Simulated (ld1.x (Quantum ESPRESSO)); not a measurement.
## zirconium: variants of one TM potential

Base potential:

* Element: Zr
* Generator: ld1.x (Quantum ESPRESSO) 7.5
* Type: norm-conserving Troullier–Martins (Kleinman–Bylander form)
* Functional: PBE
* Relativity: fully relativistic
* Frozen core: [Ar] 3d10
* Valence charge: 12
* Reference configuration: 4s2 4p6 4d2 5s2 5p0
* Partial waves: 4s (bound): rc 2.10 bohr; 4p (bound): rc 1.65 bohr; 4d (bound): rc 1.55 bohr
* Local potential: all-electron potential smoothed inside 1.95 bohr (lloc = -1)
* Core correction: Bessel-smoothed model core inside 1.60 bohr

Open shells are filled in proportion to 2j + 1 (rel_dist='average').

Occupied shells without a wave of their own: 5s. They enter only through the test configuration that unscreens the potential, and ld1.x also counts them in the model core charge.

All-electron outer shells of the reference configuration (PBE, scalar-relativistic, ld1.x):

```csv
shell,level (eV),outermost node (bohr),outermost maximum (bohr)
3p,-317.66,0.18,0.40
3d,-174.71,–,0.35
4s,-54.50,0.55,1.08
4p,-32.46,0.56,1.17
5s,-4.44,1.47,3.15
4d,-3.60,0.58,1.59
5p,-1.47,1.70,4.15
```

Cutoffs, loose and tight: the cutoffs (Ry, on a coarse ladder) from which the occupation-weighted sum of valence levels, in a spherical-Bessel basis at the reference potential, stays within 10 and 1 mRy of its value at 400 Ry. They do not see the model core or the augmentation charge, which bear on the density cutoff. Test errors are all-electron minus pseudo excitation energies from the reference, over the configurations 4s2 4p6 4d2 5s1 5p0; 4s2 4p6 4d2 5s0 5p0; 4s2 4p6 4d1 5s0 5p0; 4s2 4p6 4d2 5s0 5p1; 4s2 4p6 4d1 5s2 5p0; 4s2 4p6 4d2.5 5s1.5 5p0; 4s2 4p6 4d3 5s1 5p0. A dash means not determined; rows that change the core or the reference have their own tests. The largest error is taken over the tests solved by every variant that gives reliable tests at all: 4s2 4p6 4d1 5s2 5p0; 4s2 4p6 4d2 5s1 5p0; 4s2 4p6 4d2.5 5s1.5 5p0; 4s2 4p6 4d3 5s1 5p0.

With those shells counted twice in exchange and correlation these files are broken, and their errors move erratically; no question is asked of them.

A true bound ghost makes a file unfit for plane-wave use even where its test errors are small: the radial tests pick states by their node count and pass the ghost by. Where a test does run into it, the solver fails or the error is huge.

Cutoffs are not given where the Bessel-basis levels miss the radial ones by over 6 mRy, ghosts where they miss by over 20 mRy; a channel whose overlap is not positive is not tested.

```csv
change,outcome,"cutoff, loose","cutoff, tight",bound ghosts,largest test error (meV)
base,generated,–,–,p1/2,-294
wave 4p (bound): rc 1.65 bohr becomes 4p (bound): rc 1.08 bohr,generated,–,–,p1/2,-294
wave 4p (bound): rc 1.65 bohr becomes 4p (bound): rc 1.26 bohr,generated,–,–,p1/2,-294
wave 4p (bound): rc 1.65 bohr becomes 4p (bound): rc 1.46 bohr,generated,–,–,p1/2,-294
wave 4p (bound): rc 1.65 bohr becomes 4p (bound): rc 1.64 bohr,generated,–,–,p1/2,-294
wave 4p (bound): rc 1.65 bohr becomes 4p (bound): rc 1.80 bohr,generated,–,–,none,-295
wave 4p (bound): rc 1.65 bohr becomes 4p (bound): rc 1.94 bohr,generated,–,–,none,-295
wave 4p (bound): rc 1.65 bohr becomes 4p (bound): rc 2.14 bohr,generated,35 Ry,45 Ry,none,-295
wave 4p (bound): rc 1.65 bohr becomes 4p (bound): rc 2.32 bohr,generated,35 Ry,45 Ry,none,-295
wave 4p (bound): rc 1.65 bohr becomes 4p (bound): rc 2.52 bohr,generated,35 Ry,45 Ry,none,-295
```

Reading the sweep of the p radius (base included, trends over the rows without a ghost): Bound ghosts are found at 1.08, 1.26, 1.46, 1.64, 1.65 bohr.
